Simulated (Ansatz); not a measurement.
```yaml
crystal:
  periodic: [false, false, false]
  atoms:
    - {symbol: F, position_ang: [-0.570808, 0.170539, 1.847556]}
    - {symbol: C, position_ang: [0.430673, 0.047484, 0.716903]}
    - {symbol: Cl, position_ang: [1.535712, -1.588370, 1.011412]}
    - {symbol: C, position_ang: [-0.351944, -0.105391, -0.765754]}
    - {symbol: Br, position_ang: [-1.424564, 1.716863, -1.248592]}
    - {symbol: H, position_ang: [1.189936, 1.002789, 0.758408]}
    - {symbol: H, position_ang: [0.456708, -0.293654, -1.655353]}
    - {symbol: H, position_ang: [-1.162450, -1.014214, -0.727189]}
basis:
  gaussian: {orbitals: def2-mTZVP}
hamiltonian: {xc: {name: HF}}
correlation: {active_space: {window: {electrons: 6, orbitals: 2}}}
accuracy: high
output: {forces: true}
```

```sh
$ ansatz run in.yaml --threads 4 --pin off --events-out ev --progress --plain --max-ram 10444MiB
```

It prints (some lines left out):

```
Functional definition: HF
2423 factors; integrals over basis functions are off by at most 2.5e-8 eV
mean field evaluation 1: about -87312.4644 eV, gradient 3.3e1 eV
mean field evaluation 2: about -87312.5641 eV, gradient 3.3e1 eV
mean field evaluation 4: about -87315.6450 eV, gradient 3.5e0 eV
mean field evaluation 8: about -87315.7206 eV, gradient 3.8e-1 eV
mean field evaluation 16: about -87315.7215 eV, gradient 1.5e-8 eV
mean field -87315.72146960 eV, -3208.7935792860 hartree, gradient 3.0e-8 eV, S^2 0.000000; 0 other end points of the search recorded, 0 dependent functions left out
reference -87315.72146960 eV, -3208.7935792860 hartree; 38, 38 occupied and 86, 86 virtual orbitals, 2423 factors
Error: 6 electrons in 2 orbitals form no window around the highest filled level of the reference
```

Q: Something in this input is off. What?

A: The active space doesn't fit the electrons. The run stopped with an error.
